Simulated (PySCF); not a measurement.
# Polarisability and C₆ of Tc²⁺ (technetium, charge +2)

[Kr] 4d5, high-spin 6S determinant. All numbers are calculated (PySCF 2.14, a scalar-relativistic core potential, in aug-cc-pVTZ-PP with ECP28MDF (6s6p5d3f2g, 88 functions)). Coupled (time-dependent) response in atomic units; α is the mean over directions.

```csv
method,mean α (bohr³),C₆ (like pair),S(−4)
UHF,8.097,42.88,19.33
PBE,9.359,50.31,30.63
PBE0,8.880,47.52,25.87
```

S(−4) is the Cauchy moment in α(ω) = α(0) + S(−4) ω² + …

α(iu) at PBE:

| u (hartree) | α(iu) (bohr³) |
| --- | --- |
| 0 | 9.359 |
| 0.0500 | 9.284 |
| 0.100 | 9.070 |
| 0.200 | 8.363 |
| 0.300 | 7.523 |
| 0.500 | 6.017 |
| 0.750 | 4.649 |
| 1.00 | 3.688 |
| 1.50 | 2.461 |
| 2.00 | 1.736 |
| 3.00 | 0.9709 |
| 5.00 | 0.4128 |

For an ion, C₆ is the dispersion term alone; charge-induced terms of lower order in 1/R come first.

Energies and moments cover only the electrons outside the core potential.
